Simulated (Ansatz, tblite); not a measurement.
Isomers of Na₂Cl₃ (doublet), found by a short tight-binding search and relaxed with PBE-D4/def2-SVP in Ansatz.

The xTB rows come from tblite. Correlated methods freeze 17 core orbitals; core or outer-core shells of Na are correlated, in sets that lack core-valence functions.

Run but left out: HF/def2-SVP, MP2/def2-SVP, CCSD/def2-SVP, CCSD(T)/def2-SVP (flagged by the program: other roots).

B: At PBE-D4/def2-SVP, PBE-D4/def2-TZVP, revPBE-D4/def2-TZVP, r2SCAN-D4/def2-TZVP the gap within one spin of the charge 0 doublet nearly closes, so an electron or hole may be smeared out by delocalisation error.

Other spin states weren't relaxed.

A:

```xyz
5

Na    0.0788   -0.3593   -1.5502
Na    0.1871    0.8747    1.3189
Cl    0.6253   -1.7487    0.7250
Cl    0.9491    1.9072   -0.8555
Cl   -1.8402   -0.6738    0.3619
```

B:

Cartesian coordinates in Å:
```
Na -0.106 2.113 1.721
Na 0.045 -0.784 -0.653
Cl 0.116 -2.888 -2.110
Cl 1.734 0.754 0.664
Cl -1.789 0.805 0.378
```

Estimate which lies lowest at each level, and how far above it the others are (eV).


```json
{"level": "GFN1-xTB", "A": "0.00", "B": "0.51"}
{"level": "GFN2-xTB", "A": "0.00", "B": "0.08"}
{"level": "HF/STO-3G", "A": "0.00", "B": "0.66"}
{"level": "HF/def2-TZVP", "A": "0.00", "B": "0.30"}
{"level": "PBE-D4/def2-SVP", "A": "0.00", "B": "0.58"}
{"level": "PBE-D4/def2-TZVP", "A": "0.00", "B": "0.55"}
{"level": "revPBE-D4/def2-TZVP", "A": "0.00", "B": "0.51"}
{"level": "r2SCAN-D4/def2-TZVP", "A": "0.00", "B": "0.66"}
{"level": "PBE0-D4/def2-SVP", "A": "0.00", "B": "0.90"}
{"level": "PBE0-D4/def2-TZVP", "A": "0.00", "B": "0.88"}
{"level": "r2SCAN0-D4/def2-TZVP", "A": "0.00", "B": "0.95"}
{"level": "MP2/def2-TZVP", "A": "0.00", "B": "0.99"}
```
Point groups (tolerance 0.1 Å): A C2v, B Cs. Lower isomers may exist.
